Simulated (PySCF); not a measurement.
# Electron correlation in As⁺ (arsenic, charge +1)

[Ar] 3d10 4s2 4p1 5s1, high-spin 3P determinant (an excited configuration). Calculation: PySCF 2.14, in dyall-av2z; the non-relativistic Hamiltonian (point nucleus). Frozen: [Ar] 3d10; 4 electrons correlated; the 34 highest virtual orbitals of each spin left out.

MP2 pair energies summed by pair of shells (mhartree):

```
 pair  energy  share (%)
4s-4s  -20.87       45.4
4s-4p  -14.95       32.5
4s-5s   -7.56       16.5
4p-5s   -2.56        5.6
```

Total MP2 correlation energy: -45.94 mhartree.

Same-spin part -6.95 and opposite-spin part -38.98 mhartree; SCS-MP2 scales them by 1/3 and 6/5 to -49.10 mhartree.
